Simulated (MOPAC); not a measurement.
MOPAC input (PM3):

```
PM3 FORCE THERMO(298,298) PRECISE LET UHF MS=0.5 GEO-OK AUX(PRECISION=9) THREADS=1
H5P2Si

P     1.87906924 1    0.25727914 1    0.01667364 1
Si   -0.22878706 1    0.20118594 1   -0.46423820 1
P    -1.72699537 1   -0.53310428 1    0.31955320 1
H     2.27700152 1   -1.00734393 1    0.18022742 1
H     2.49238846 1    0.56547867 1   -1.13211482 1
H    -0.59760604 1    1.49657319 1   -1.11307020 1
H    -2.94411729 1   -0.06129833 1    0.42135709 1
H    -1.75125249 1   -1.59499371 1    1.08262320 1
```

From the output:

```
     H    8   0.220826   1.600670

          HEAT OF FORMATION =      15.199892 KCALS/MOLE

          ZERO POINT ENERGY      20.723 KCAL/MOL

           NORMAL COORDINATE ANALYSIS (Total motion = 1 Angstrom)

   Root No.       1         2         3         4         5         6         7         8

                 1 A       2 A       3 A       4 A       5 A       6 A       7 A       8 A

                 106.4     143.2     217.3     241.3     388.0     410.0     468.1     490.3

           1   -0.0299   -0.0153    0.0421    0.0667    0.0106   -0.0037    0.0063    0.0096
           2   -0.0534   -0.0112    0.0054   -0.0070   -0.0046    0.0002    0.0116    0.0078
           3   -0.0078    0.0088   -0.0119    0.0025   -0.0092   -0.0035    0.0127    0.0023
           4   -0.0274   -0.0150   -0.0182   -0.0444   -0.0498    0.0040   -0.0024   -0.0356
           5    0.0798    0.0272    0.0258    0.0169   -0.0299    0.0143    0.0160   -0.0330
           6    0.0348   -0.0383    0.0207   -0.0165    0.0225   -0.0019   -0.0037   -0.0053
           7    0.0483    0.0288   -0.0276   -0.0171    0.0457    0.0146   -0.0114    0.0180
           8   -0.0198   -0.0027   -0.0181   -0.0151    0.0266   -0.0157   -0.0257    0.0287
           9   -0.0155    0.0168   -0.0012    0.0037   -0.0268    0.0124   -0.0126    0.0105
          10   -0.0604   -0.0775    0.0149   -0.0943   -0.0113   -0.1109    0.0990   -0.0783
          11    0.1164   -0.2355   -0.0998    0.1132    0.0134   -0.0229   -0.0726   -0.0435
          12    0.1249   -0.1257   -0.0735    0.1561    0.0190    0.0269   -0.0923    0.0016
          13    0.0759    0.0041   -0.0257   -0.0535   -0.1332   -0.0180    0.3450    0.2782
          14    0.0013   -0.1084   -0.0329    0.0443    0.0145   -0.0134   -0.0636   -0.0618
          15   -0.2574    0.2732    0.1621   -0.0256    0.0797    0.0520   -0.1099   -0.0640
          16   -0.0153   -0.0293    0.0255   -0.1120   -0.0141   -0.0941   -0.0018   -0.1959
          17    0.0136    0.0715   -0.0957    0.0856   -0.0924   -0.1011    0.0165   -0.0413
          18   -0.0666    0.0373   -0.1817    0.1253   -0.0911   -0.1129   -0.0080    0.0765
          19    0.0896   -0.0166    0.0863   -0.1047   -0.0766    0.0273   -0.1122    0.1357
          20   -0.1070   -0.0517   -0.1322    0.0320    0.0857    0.3011    0.0766   -0.0571
          21   -0.0827    0.1038   -0.2008    0.1645    0.2053   -0.0532    0.1668   -0.2088
          22    0.1078    0.1210   -0.0404    0.0767   -0.1074   -0.2505   -0.1078    0.0031
          23    0.0043   -0.0060    0.0313   -0.0695    0.1341   -0.0864    0.0311    0.0012
          24    0.0270   -0.0091    0.1202   -0.1530    0.2653   -0.1337    0.1403   -0.0516

   Root No.       9        10        11        12        13        14        15        16

                 9 A      10 A      11 A      12 A      13 A      14 A      15 A      16 A

                 533.7     619.9     659.4     909.0     951.5    1566.6    1605.8    1629.8

           1    0.0050    0.0024    0.0016   -0.0125   -0.0006   -0.0087    0.0010    0.0006
           2   -0.0073   -0.0056    0.0114   -0.0060   -0.0005   -0.0047    0.0018   -0.0211
           3    0.0128   -0.0004   -0.0111   -0.0154   -0.0009   -0.0143    0.0018    0.0068
           4   -0.0387    0.0003   -0.0192    0.0033   -0.0023   -0.0001   -0.0001   -0.0003
           5   -0.0012    0.0085   -0.0130    0.0021   -0.0042   -0.0001   -0.0002   -0.0006
           6   -0.0117   -0.0157    0.0042   -0.0016   -0.0009   -0.0005   -0.0005    0.0002
           7    0.0137    0.0044    0.0051    0.0000   -0.0115   -0.0019   -0.0129   -0.0007
           8    0.0047   -0.0134   -0.0048    0.0001   -0.0112   -0.0021   -0.0119   -0.0007
           9    0.0127    0.0030    0.0061    0.0002   -0.0009   -0.0001   -0.0023   -0.0001
          10    0.3738    0.0372   -0.2312    0.1798    0.0236    0.1442   -0.0106   -0.1544
          11    0.0105    0.0253    0.0024    0.3648    0.0323   -0.2358    0.0200    0.2559
          12   -0.1355    0.0061    0.0862    0.1685    0.0130    0.3253   -0.0287   -0.3592
          13   -0.0518   -0.0970    0.1166    0.1709    0.0163    0.1356   -0.0243    0.1383
          14    0.0327    0.0273   -0.0419   -0.1914   -0.0191    0.3877   -0.0745    0.4104
          15   -0.0580    0.0086    0.0235    0.3458    0.0331    0.1311   -0.0255    0.1435
          16    0.1571   -0.0328    0.4451   -0.0175   -0.0317    0.0002    0.0024    0.0044
          17    0.0460    0.1978    0.1592   -0.0033   -0.0127    0.0014   -0.0033   -0.0026
          18   -0.0546    0.2808   -0.0093    0.0024    0.0022   -0.0009    0.0056   -0.0009
          19    0.0427    0.0762    0.0218   -0.0048    0.0349    0.0525    0.4236    0.0250
          20    0.0819    0.0355    0.0546   -0.0397    0.3971    0.0035    0.0273    0.0026
          21   -0.0639   -0.1502   -0.0417    0.0130   -0.1380    0.0271    0.2195    0.0125
          22   -0.0193   -0.2015   -0.0232   -0.0391    0.3958   -0.0025   -0.0201   -0.0004
          23   -0.0579    0.0617   -0.0129   -0.0092    0.0795    0.0552    0.3476    0.0181
          24   -0.1454    0.2105   -0.0202   -0.0180    0.1702   -0.0241   -0.1400   -0.0070

   Root No.      17        18

                17 A      18 A

                1671.9    1883.9

           1    0.0001    0.0001
           2    0.0000   -0.0002
           3    0.0003    0.0000
           4    0.0008    0.0101
           5   -0.0004   -0.0264
           6    0.0007    0.0179
           7    0.0123    0.0003
           8   -0.0144   -0.0003
           9    0.0120    0.0005
          10   -0.0043   -0.0037
          11    0.0052    0.0027
          12   -0.0073   -0.0023
          13   -0.0026   -0.0021
          14   -0.0061   -0.0003
          15   -0.0024    0.0009
          16   -0.0026   -0.2906
          17   -0.0106    0.7395
          18    0.0008   -0.5048
          19   -0.3707    0.0030
          20   -0.0260   -0.0011
          21   -0.1906   -0.0012
          22   -0.0237   -0.0002
          23    0.4926    0.0112
          24   -0.1955   -0.0075

           MASS-WEIGHTED COORDINATE ANALYSIS (NORMAL COORDINATES)

   Root No.       1         2         3         4         5         6         7         8

                 1 A       2 A       3 A       4 A       5 A       6 A       7 A       8 A

                 106.4     143.2     217.3     241.3     388.0     410.0     468.1     490.3

           1   -0.2160   -0.1511    0.4250    0.5957    0.0910   -0.0402    0.0657    0.0944
           2   -0.3860   -0.1102    0.0541   -0.0621   -0.0392    0.0019    0.1205    0.0766
           3   -0.0562    0.0870   -0.1206    0.0227   -0.0783   -0.0382    0.1324    0.0227
           4   -0.1886   -0.1409   -0.1752   -0.3776   -0.4059    0.0414   -0.0234   -0.3337
           5    0.5488    0.2556    0.2481    0.1437   -0.2432    0.1493    0.1579   -0.3092
           6    0.2396   -0.3600    0.1994   -0.1400    0.1831   -0.0198   -0.0364   -0.0500
           7    0.3490    0.2846   -0.2781   -0.1525    0.3909    0.1596   -0.1185    0.1776
           8   -0.1433   -0.0271   -0.1822   -0.1345    0.2276   -0.1716   -0.2668    0.2827
           9   -0.1121    0.1660   -0.0123    0.0331   -0.2291    0.1357   -0.1305    0.1038
          10   -0.0787   -0.1381    0.0271   -0.1518   -0.0174   -0.2188    0.1855   -0.1390
          11    0.1517   -0.4196   -0.1816    0.1823    0.0207   -0.0452   -0.1361   -0.0772
          12    0.1628   -0.2240   -0.1339    0.2513    0.0293    0.0531   -0.1730    0.0029
          13    0.0990    0.0073   -0.0468   -0.0862   -0.2055   -0.0355    0.6465    0.4939
          14    0.0017   -0.1932   -0.0599    0.0713    0.0223   -0.0265   -0.1192   -0.1097
          15   -0.3355    0.4867    0.2950   -0.0412    0.1229    0.1027   -0.2060   -0.1136
          16   -0.0199   -0.0522    0.0465   -0.1804   -0.0218   -0.1857   -0.0033   -0.3478
          17    0.0178    0.1274   -0.1742    0.1378   -0.1425   -0.1995    0.0309   -0.0733
          18   -0.0868    0.0664   -0.3308    0.2017   -0.1405   -0.2228   -0.0150    0.1358
          19    0.1169   -0.0295    0.1571   -0.1685   -0.1182    0.0538   -0.2102    0.2408
          20   -0.1395   -0.0921   -0.2407    0.0515    0.1323    0.5942    0.1435   -0.1013
          21   -0.1078    0.1849   -0.3656    0.2649    0.3168   -0.1050    0.3125   -0.3706
          22    0.1405    0.2155   -0.0736    0.1234   -0.1657   -0.4944   -0.2021    0.0054
          23    0.0056   -0.0107    0.0570   -0.1119    0.2069   -0.1704    0.0584    0.0021
          24    0.0353   -0.0162    0.2188   -0.2463    0.4092   -0.2638    0.2630   -0.0916

   Root No.       9        10        11        12        13        14        15        16

                 9 A      10 A      11 A      12 A      13 A      14 A      15 A      16 A

                 533.7     619.9     659.4     909.0     951.5    1566.6    1605.8    1629.8

           1    0.0509    0.0259    0.0149   -0.1097   -0.0058   -0.0780    0.0085    0.0050
           2   -0.0740   -0.0607    0.1096   -0.0528   -0.0047   -0.0419    0.0157   -0.1755
           3    0.1300   -0.0042   -0.1069   -0.1356   -0.0078   -0.1282    0.0164    0.0567
           4   -0.3745    0.0027   -0.1753    0.0277   -0.0200   -0.0012   -0.0011   -0.0028
           5   -0.0115    0.0869   -0.1194    0.0179   -0.0354   -0.0011   -0.0020   -0.0049
           6   -0.1133   -0.1605    0.0380   -0.0131   -0.0080   -0.0045   -0.0047    0.0019
           7    0.1394    0.0477    0.0491    0.0004   -0.1030   -0.0168   -0.1150   -0.0059
           8    0.0475   -0.1437   -0.0464    0.0011   -0.1006   -0.0187   -0.1057   -0.0054
           9    0.1294    0.0326    0.0587    0.0015   -0.0081   -0.0008   -0.0209   -0.0012
          10    0.6860    0.0721   -0.4008    0.2855    0.0381    0.2325   -0.0171   -0.2320
```
